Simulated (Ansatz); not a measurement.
The cluster Cs₂H₂⁺, relaxed as a doublet with UKS r2SCAN-D4/def2-TZVP in Ansatz, starting from the GFN1-xTB geometry. Force threshold 0.02 eV/Å.

In the def2 sets Cs takes a core potential; there is no spin–orbit coupling. The structure comes from a short search, and lower isomers may exist.

Start:

```xyz
4

Cs    2.7846   -3.5978    0.7897
Cs    0.2367   -0.2078   -0.1893
H    -1.6632    1.8214   -0.6455
H    -1.3581    1.9842    0.0451
```

Q: Estimate the energy that the relaxation releases and the steps that it takes.

A: 10.1 kcal/mol, in 16 steps; 32 s on 4 threads of Intel Xeon on a shared host. The force fell under the threshold at step 7, but the optimiser went on and released 0.008 eV more. No frequencies were taken in this run, so the end may be a saddle point.

Q: Does the start keep its bonding?

A: Bonds lost: Cs2–H3, Cs2–H4 (atoms count from 1). Metal–metal contacts that move far: Cs1–Cs2 4.35 to 5.80 Å. The end holds 2 separate pieces.

Q: Predict the relaxed structure.

A: 
```xyz
4

Cs    3.7673   -4.8289    1.1175
Cs    0.3385   -0.4058   -0.4001
H    -2.1178    2.5348   -0.7161
H    -1.9880    2.6999   -0.0013
```
Bond lengths (bridged metal pairs left out): 1 × Cs–Cs 5.80 Å.
